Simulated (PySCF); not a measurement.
**V³⁺ (vanadium, charge +3): UHF calculation**

Configuration: [Ar] 3d2, high-spin 3F determinant. Calculation: PySCF 2.14, in ANO-RCC-VTZP; scalar relativity by spin-free X2C-1e.

```json
{"Total energy": "-946.393013 hartree", "One-electron energy": "-1273.4409 hartree", "Hartree (Coulomb) energy": "370.8784 hartree", "Exchange energy": "-43.8305 hartree", "⟨S²⟩": "2.0027", "⟨L²⟩": "12.036", "Sum of ⟨r⟩": "12.58 bohr", "Sum of ⟨r²⟩": "13.21 bohr²", "Langevin diamagnetic susceptibility": "-10.5 ×10⁻⁶ cm³/mol"}
```

```tsv
shell	electrons	mean orbital energy (eV)	rms radius, mean of both spins (bohr)
1s α	1	-5555.0	0.0768
1s β	1	-5555.0	0.0768
2s α	1	-693.43	0.332
2s β	1	-692.12	0.332
2p α	3	-582.00	0.303
2p β	3	-580.67	0.303
3s α	1	-123.78	1.01
3s β	1	-119.49	1.01
3p α	3	-91.234	1.08
3p β	3	-85.993	1.08
3d α	2	-47.370	1.30
```

Densities and radii are taken from the X2C orbitals without a picture-change correction, which distorts them close to the nucleus.

Spin-orbit constants ζ (cm⁻¹) from the X2C one-electron operator on these orbitals: bare nucleus, nucleus screened by l(l+1)(2l+1)/3 electrons, and screened by the Breit-Pauli mean field of the electrons.

```
shell   bare  screened nucleus  mean field
   2p  40760             37210         n/a
   3p   4798              4381         n/a
   3d  427.0             241.4         n/a
```

To first order the Landé constant is A = 120.7 cm⁻¹, so the lowest level has J = 2 and lies 0.0599 eV below the centre of the term. This holds in LS coupling only.
